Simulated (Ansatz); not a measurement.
A CCSD(T) single point on CH₆BClGe, SMILES `ClC[BH][GeH3]`.

```yaml
crystal:
  periodic: [false, false, false]
  atoms:
    - {symbol: Cl, position_ang: [-1.424235, 1.611151, 0.109988]}
    - {symbol: C, position_ang: [0.311382, 1.435221, 0.653958]}
    - {symbol: B, position_ang: [-0.182455, -0.040631, 0.731986]}
    - {symbol: Ge, position_ang: [0.089583, -1.338188, -0.843531]}
    - {symbol: H, position_ang: [0.940163, 1.775977, -0.163660]}
    - {symbol: H, position_ang: [0.433111, 2.026516, 1.557145]}
    - {symbol: H, position_ang: [-0.640430, -0.415328, 1.769239]}
    - {symbol: H, position_ang: [-1.159880, -2.183376, -1.150307]}
    - {symbol: H, position_ang: [0.484027, -0.596557, -2.138583]}
    - {symbol: H, position_ang: [1.231835, -2.325985, -0.523333]}
basis:
  gaussian: {orbitals: def2-SVP}
correlation: {method: ccsd_t}
```

```sh
$ ansatz run in.yaml --threads 4 --pin off --events-out ev --progress --plain --max-ram 10444MiB
```

Log, shortened:

```
Functional definition: HF
1070 factors; integrals over basis functions are off by at most 1.4e-3 eV
mean field evaluation 1: about -70759.5021 eV, gradient 1.9e1 eV
mean field evaluation 2: about -70759.5580 eV, gradient 1.9e1 eV
mean field evaluation 4: about -70761.0029 eV, gradient 2.4e0 eV
mean field evaluation 8: about -70761.0211 eV, gradient 1.3e-1 eV
mean field evaluation 16: about -70760.9594 eV, gradient 4.2e-1 eV
mean field -70761.02122279 eV, -2600.4195663947 hartree, gradient 6.4e-6 eV, S^2 0.000000; 0 other end points of the search recorded, 0 dependent functions left out
16 core orbitals not correlated: weight in the atoms' cores, before any rotation towards them, 1.000 or more for the frozen orbitals, at most 0.000 for the correlated occupied ones
reference -70761.02122279 eV, -2600.4195663947 hartree; 17, 17 occupied and 75, 75 virtual orbitals, 1070 factors
second order -16.34225387 eV of doubles, -0.00000000 eV of singles
cycle   1  -17.00070546 eV  change   -6.6e-1 eV  update   9.9e-2
cycle   2  -17.55029367 eV  change   -5.5e-1 eV  update   2.9e-2
cycle   3  -17.62859036 eV  change   -7.8e-2 eV  update   1.4e-2
cycle   4  -17.62143069 eV  change    7.2e-3 eV  update   3.3e-3
cycle   5  -17.62171845 eV  change   -2.9e-4 eV  update   1.1e-3
cycle   6  -17.62110367 eV  change    6.1e-4 eV  update   3.6e-4
cycle   7  -17.62103355 eV  change    7.0e-5 eV  update   1.4e-4
cycle   8  -17.62106613 eV  change   -3.3e-5 eV  update   4.8e-5
cycle   9  -17.62107244 eV  change   -6.3e-6 eV  update   1.7e-5
perturbative correction -0.51858006 eV, -0.0190574657 hartree
Total energy: -70779.16087529 eV, -2601.0861863285 hartree
```

It took 2.8 s on 4 threads of an Intel Xeon 6975P-C on a shared host, with 0.5 GiB of host memory at the peak.

MP2 recovers 90.1 % of the CCSD(T) correlation energy and the triples give 2.9 %; T1 = 0.0111.
